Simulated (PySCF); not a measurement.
C4H9F3OSi.
SMILES: `CC(C)O[SiH2]C(F)(F)F`

Level: wB97X-D/def2-SVPD in PySCF, non-relativistic, on one gas-phase PBE0-D3(BJ)/def2-SVP geometry that isn't relaxed in the solvent. The solvent is an IEF-PCM continuum (van der Waals radii × 1.2), and excitations are vertical TDDFT with non-equilibrium linear response and a frozen core. The model holds no explicit solvent molecules, cavitation or dispersion.

Gas-phase singlets (H = HOMO, L = LUMO):

```csv
state,E (eV),λ (nm),f,leading configurations
S1,7.420,167,0.002,H→L 87%
S2,8.072,154,0.018,"H-1→L 71%, H→L+2 12%"
S3,8.210,151,0.026,"H→L+2 70%, H-1→L 12%"
S4,8.614,144,0.032,H→L+1 73%
S5,8.791,141,0.004,"H-2→L 55%, H-1→L+2 12%"
```

Q: What are the lowest 5 singlets in chloroform (ε = 4.711)?

A: 
```
state  E (eV)  λ (nm)      f           leading configurations  change by rank (eV)
   S1   7.423     167  0.003                          H→L 89%               +0.003
   S2   8.088     153  0.023              H-1→L 74%, H→L+2 8%               +0.016
   S3   8.202     151  0.030   H→L+2 57%, H→L+1 16%, H-1→L 9%               -0.008
   S4   8.622     144  0.040             H→L+1 56%, H→L+2 14%               +0.008
   S5   8.829     140  0.004  H-2→L 58%, H-1→L+2 8%, H-1→L 8%               +0.038
```

Q: How do the frontier levels move from gas to chloroform?

A: 
```
orbital  gas (eV)  solvent (eV)  change (eV)
 LUMO+2      2.39          2.58        +0.19
 LUMO+1      2.22          2.32        +0.10
   LUMO      1.71          1.89        +0.18
   HOMO    -10.39        -10.24        +0.15
 HOMO-1    -10.96        -10.79        +0.17
 HOMO-2    -11.61        -11.57        +0.04
 HOMO-3    -12.02        -11.82        +0.20
```

The HOMO–LUMO gap goes from 12.10 to 12.13 eV.

Shape of the structure used: `[CH3:1][CH:2]([CH3:3])[O:4][SiH2:5][C:6]([F:7])([F:8])[F:9]`: C1–C2–O4–Si5 80°, C2–O4–Si5–C6 150°, O4–Si5–C6–F7 -179°.
